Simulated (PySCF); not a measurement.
Sn(Br)2(NH2)2, H₄Br₂N₂Sn, SMILES [NH2][Sn]([Br])([NH2])[Br], singlet (PBE0/def2-SVP optimised geometry):

```
9

N     -1.531    -1.822    -1.580
Sn    -0.879    -0.751     0.000
N      1.138    -0.751     0.000
Br    -1.948    -1.814     1.989
Br    -1.526     1.659     0.000
H     -1.366    -1.346    -2.466
H     -2.524    -2.038    -1.514
H      1.526    -1.659     0.255
H      1.521    -0.052     0.635
```

Method: PBE0/def2-TZVP, def2 effective core potentials past Kr run with PySCF 2.14.0.

Problem. What are the frontier orbital energies and the dipole moment?

Solution. HOMO-2 -8.40 eV, HOMO-1 -8.10 eV, HOMO -8.06 eV, LUMO -2.05 eV, LUMO+1 0.25 eV; dipole moment 1.48 D.

On the same geometry PBE/def2-TZVP, def2 effective core potentials past Kr (PySCF) gives HOMO-2 -7.09 eV, HOMO-1 -6.71 eV, HOMO -6.67 eV, LUMO -2.91 eV, LUMO+1 -0.54 eV; dipole moment 1.57 D.
